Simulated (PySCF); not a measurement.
# Electron correlation in P (phosphorus, neutral)

[Ne] 3s1 3p4, high-spin 4P determinant (an excited configuration). All numbers are calculated (PySCF 2.14, the non-relativistic Hamiltonian (point nucleus), in aug-cc-pV(Q+d)Z with one added diffuse shell each of s, p, d, f, g type (8s7p6d4f3g, 114 functions)). Frozen: [Ne]; 5 electrons correlated.

MP2 pair energies summed by pair of shells (mhartree):

```csv
pair,energy,share (%)
3p-3p,-73.00,86.1
3s-3p,-11.80,13.9
```

Total MP2 correlation energy: -84.80 mhartree.

Same-spin part -24.06 and opposite-spin part -60.74 mhartree; SCS-MP2 scales them by 1/3 and 6/5 to -80.91 mhartree.
